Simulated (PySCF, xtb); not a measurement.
C2H2O3Si, SMILES O=C1OC(=O)[SiH2]1.

xtb with GFN2-xTB at its own geometry gives an orbital gap of 3.29 eV and a dipole moment of 4.75 D.

Geometry optimised at B3LYP-D3(BJ)/def2-SVP.

### Question
What does HF/def2-TZVP (PySCF) give? (The exact figures need the calculation; the answer reports its results.)

### Answer
gap 13.30 eV (levels -11.70 and 1.59 eV), dipole 4.81 D.
